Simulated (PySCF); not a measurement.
**Indirect couplings**

Geometry:
| atom | x (Å) | y (Å) | z (Å) |
| --- | --- | --- | --- |
| As1 | 2.886 | -0.502 | -0.283 |
| C2 | 1.142 | -0.505 | -1.250 |
| C3 | -0.032 | -0.110 | -0.419 |
| C4 | -0.458 | 1.220 | -0.335 |
| C5 | -1.544 | 1.538 | 0.478 |
| N6 | -2.220 | 0.643 | 1.194 |
| C7 | -1.819 | -0.623 | 1.114 |
| C8 | -0.746 | -1.049 | 0.335 |
| H9 | 2.353 | -1.229 | 0.948 |
| H10 | 2.669 | 0.862 | 0.365 |
| H11 | 1.025 | -1.521 | -1.655 |
| H12 | 1.276 | 0.177 | -2.102 |
| H13 | 0.052 | 2.005 | -0.899 |
| H14 | -1.886 | 2.578 | 0.547 |
| H15 | -2.386 | -1.352 | 1.705 |
| H16 | -0.471 | -2.106 | 0.314 |

Couplings: B3LYP/pcJ-1 (pcSseg-1 on As) (spin–dipole term only in couplings to heteroatoms) in PySCF 2.14, geometry PBE0-D3(BJ)/def2-SVP; gas phase, one conformer, non-relativistic. Couplings are averaged over pairs made equivalent by symmetry, fast rotation or ring inversion, so a value needn't be that of the named pair in this geometry, while other rotamers aren't included; one pair stands for each set, and the list holds a selection of those of at least 0.8 Hz over up to four bonds.

Isotopes: ¹³C, ¹H, ¹⁵N.

```tsv
pair	bonds	J (Hz)
C2, C3	1	46.3
C2, H11	1	142.4
C3, C4	1	?
C4, C5	1	60.0
C4, H13	1	166.8
C5, H14	1	?
C2, C4	2	3.0
C2, H9	2	-1.7
C3, H13	2	1.0
C4, N6	2	2.5
C5, H13	2	?
N6, H14	2	?
H9, H10	2	-12.0
H11, H12	2	-13.0
C2, C5	3	?
C2, H13	3	?
C3, N6	3	-4.0
C3, H9	3	3.7
C3, H14	3	7.0
C4, H11	3	6.2
C4, H16	3	5.7
C5, H15	3	?
H13, H14	3	?
C2, H14	4	1.1
C4, H15	4	-1.8
H13, H16	4	1.8
```

Question: Estimate the withheld couplings, with signs.

Answer: 
- ¹J(C3,C4) = 60.4 Hz (bond length 1.399 Å)
- ¹J(C5,H14) = 185.6 Hz (bond length 1.097 Å, sp2 carbon)
- ²J(C5,H13) = 3.6 Hz (angle at C4 120°)
- ²J(N6,H14) = -12.7 Hz (angle at C5 116°)
- ³J(C2,C5) = 3.3 Hz (dihedral angle 179°)
- ³J(C2,H13) = 5.6 Hz (dihedral angle 1°)
- ³J(C5,H15) = 12.6 Hz (dihedral angle 180°)
- ³J(H13,H14) = 5.8 Hz (dihedral angle 0°)

Relativistic effects of the heavier atoms present are left out.
